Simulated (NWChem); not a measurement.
Species: C2H6BClO; SMILES CCB(O)Cl

```xyz
11

B      0.5611     0.2509    -0.0401
Cl    -0.9609     1.1925    -0.0372
C      0.5548    -1.2955    -0.2916
C     -0.6426    -2.0789     0.2356
H      1.5047    -1.7066     0.0896
H      0.6175    -1.4091    -1.3923
H     -1.5878    -1.6828    -0.1654
H     -0.7093    -2.0242     1.3336
H     -0.5824    -3.1436    -0.0366
O      1.7189     0.9141     0.1428
H      1.5998     1.8655     0.2455
```
Atoms are numbered in this order, from 1.

Level: PBE0/def2-SVP (NWChem), optimised geometry, unscaled harmonic frequencies. 

Q: List the harmonic frequencies with IR intensities, and the thermochemistry.

A: 
```json
[
 {"frequency (cm⁻¹)": "36", "IR intensity (km/mol)": "0.2"},
 {"frequency (cm⁻¹)": "177", "IR intensity (km/mol)": "0.6"},
 {"frequency (cm⁻¹)": "208", "IR intensity (km/mol)": "0.2"},
 {"frequency (cm⁻¹)": "362", "IR intensity (km/mol)": "2.0"},
 {"frequency (cm⁻¹)": "366", "IR intensity (km/mol)": "17.3"},
 {"frequency (cm⁻¹)": "513", "IR intensity (km/mol)": "1.6"},
 {"frequency (cm⁻¹)": "590", "IR intensity (km/mol)": "19.5"},
 {"frequency (cm⁻¹)": "632", "IR intensity (km/mol)": "126.7"},
 {"frequency (cm⁻¹)": "742", "IR intensity (km/mol)": "14.3"},
 {"frequency (cm⁻¹)": "896", "IR intensity (km/mol)": "94.3"},
 {"frequency (cm⁻¹)": "983", "IR intensity (km/mol)": "0.4"},
 {"frequency (cm⁻¹)": "999", "IR intensity (km/mol)": "40.0"},
 {"frequency (cm⁻¹)": "1080", "IR intensity (km/mol)": "3.5"},
 {"frequency (cm⁻¹)": "1168", "IR intensity (km/mol)": "241.9"},
 {"frequency (cm⁻¹)": "1250", "IR intensity (km/mol)": "8.3"},
 {"frequency (cm⁻¹)": "1285", "IR intensity (km/mol)": "107.6"},
 {"frequency (cm⁻¹)": "1396", "IR intensity (km/mol)": "4.1"},
 {"frequency (cm⁻¹)": "1420", "IR intensity (km/mol)": "7.0"},
 {"frequency (cm⁻¹)": "1443", "IR intensity (km/mol)": "191.5"},
 {"frequency (cm⁻¹)": "1475", "IR intensity (km/mol)": "17.3"},
 {"frequency (cm⁻¹)": "1480", "IR intensity (km/mol)": "27.7"},
 {"frequency (cm⁻¹)": "3035", "IR intensity (km/mol)": "12.5"},
 {"frequency (cm⁻¹)": "3058", "IR intensity (km/mol)": "25.9"},
 {"frequency (cm⁻¹)": "3105", "IR intensity (km/mol)": "6.6"},
 {"frequency (cm⁻¹)": "3146", "IR intensity (km/mol)": "20.3"},
 {"frequency (cm⁻¹)": "3156", "IR intensity (km/mol)": "17.6"},
 {"frequency (cm⁻¹)": "3888", "IR intensity (km/mol)": "93.7"}
]
```

```yaml
zero_point_energy: 54.1 kcal/mol
thermal correction to the enthalpy at 298.15 K (with zero-point energy): 58.7 kcal/mol
heat capacity Cv: 21.3 cal/(mol K)
entropy at 298.15 K and 1 atm (symmetry number 1): 80.7 cal/(mol K)
dipole_moment: 0.76 D
```

Rigid rotor and harmonic oscillator; modes under 100 cm⁻¹ make the entropy uncertain.
